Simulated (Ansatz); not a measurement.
Compare A (`BC(=C)O`) with its isomer B (`BOC=C`).

Isolated molecules relaxed with PBE0-D4/def2-TZVP in Ansatz; ΔE leaves out vibrations. CCSD(T)/CBS is the MP2 limit (def2-TZVPP, def2-QZVPP) plus CCSD(T) − MP2 in def2-TZVPP, frozen cores. Functionals use def2-TZVPP. Each species was taken in one conformer, which may not be the lowest.

Task: Which is lower in electronic energy at CCSD(T)/CBS, and by how much? (An estimate is asked.)

Result: Computed: B, by 26.7 kcal/mol.

Task: Give E(B) − E(A) in kcal/mol with HF/def2-TZVPP, LDA (SPW92), PBE0-D4, CCSD/def2-TZVPP, B2PLYP, ωB97M-V, MP2/def2-TZVPP. (Best estimate.)

Result: The calculation gave: HF/def2-TZVPP -29.3, LDA (SPW92) -25.6, PBE0-D4 -25.5, CCSD/def2-TZVPP -27.6, B2PLYP -27.4, ωB97M-V -26.9, MP2/def2-TZVPP -27.1. None reverses the order clearly.

Task: Does the order hold for the free energy at 298.15 K (harmonic terms from PBE0-D4)? (Best estimate.)

Result: Ansatz gave: Yes: G(B) − G(A) = -26.1 kcal/mol, for one conformer each.

Largest T1 diagnostic: 0.014.

In def2-TZVPP, CCSD(T) changes the Hartree–Fock value by +2.3 kcal/mol (the triples alone add +0.5 kcal/mol) and MP2 by +2.2 kcal/mol. Leaving LDA and LC-ωPBE aside and taking each functional with its dispersion term where it has one, the values, not all of them listed here, spread over 4.0 kcal/mol, from CAM-B3LYP-D4 to revPBE-D4. LDA lies −0.8 kcal/mol from PBE without D4.
